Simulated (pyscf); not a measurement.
Structures and frequencies: ωB97X-D3(BJ)/def2-SVP in PySCF.

Question: What is the homolytic dissociation enthalpy (298 K, ωB97M-D3(BJ)/def2-TZVP) of the Br–Si bond of H₃Si–Si(SiH₃)(SiH₃)–Br (SMILES [SiH3][Si]([SiH3])([SiH3])Br), to H₃Si–Si•(SiH₃)–SiH₃ + Br•?

Answer: Br–Si to H₃Si–Si•(SiH₃)–SiH₃ + Br•: 86.7 kcal/mol. The 7 functionals that were run give +85.7 (PBE) to +90.8 kcal/mol (ωB97X-D3(BJ)/def2-TZVP). Other isomers of H₃Si–Si•(SiH₃)–SiH₃ were not searched in full and may lie lower. Left out: the spin-orbit lowering of Br, which is large for Br, Se, Te and I. Elements up to Kr have no core potential and no relativistic terms here.
